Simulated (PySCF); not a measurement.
Electron correlation in Br⁺ (bromine, charge +1)

[Ar] 3d10 4s2 4p4, high-spin 3P determinant. Computed with PySCF 2.14 in aug-cc-pVDZ-DK, with the spin-free X2C one-electron Hamiltonian (Gaussian nucleus). Frozen: [Ar] 3d10; 6 electrons correlated.

MP2 pair energies summed by pair of shells (mhartree):

```tsv
pair	energy	share (%)
4p-4p	-36.03	48.8
4s-4p	-31.99	43.4
4s-4s	-5.76	7.8
```

Total MP2 correlation energy: -73.77 mhartree.

Same-spin part -18.19 and opposite-spin part -55.58 mhartree; SCS-MP2 scales them by 1/3 and 6/5 to -72.76 mhartree.

```
  level  correlation energy (mhartree)
   CCSD                         -89.36
    (T)                          -1.11
CCSD(T)                         -90.47
```

Diagnostics: T1 = 0.0066, D1 = 0.0204, largest double amplitude 0.039.

Cost of the coupled-cluster step: 0.35 s of wall time on 1 thread of Neoverse-N1 (shared host), for 6 correlated electrons.
